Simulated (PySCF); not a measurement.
Correlation energy of Hg (mercury, neutral)

[Xe] 4f14 5d10 6s1 6p1, 6s spin antiparallel (an excited configuration). Calculation: PySCF 2.14, in aug-cc-pVTZ-PP with one added diffuse shell each of s, p, d, f, g type with ECP60MDF (7s7p6d4f3g, 113 functions); a scalar-relativistic core potential. Frozen: 5s2 5p6; 12 electrons correlated.

MP2 pair energies summed by pair of shells (mhartree):

```
 pair   energy  share (%)
5d-5d  -331.77       78.6
5d-6s   -57.34       13.6
5d-6p   -20.43        4.8
6s-6p   -12.41        2.9
```

Total MP2 correlation energy: -421.95 mhartree.

Same-spin part -145.94 and opposite-spin part -276.00 mhartree; SCS-MP2 scales them by 1/3 and 6/5 to -379.85 mhartree.
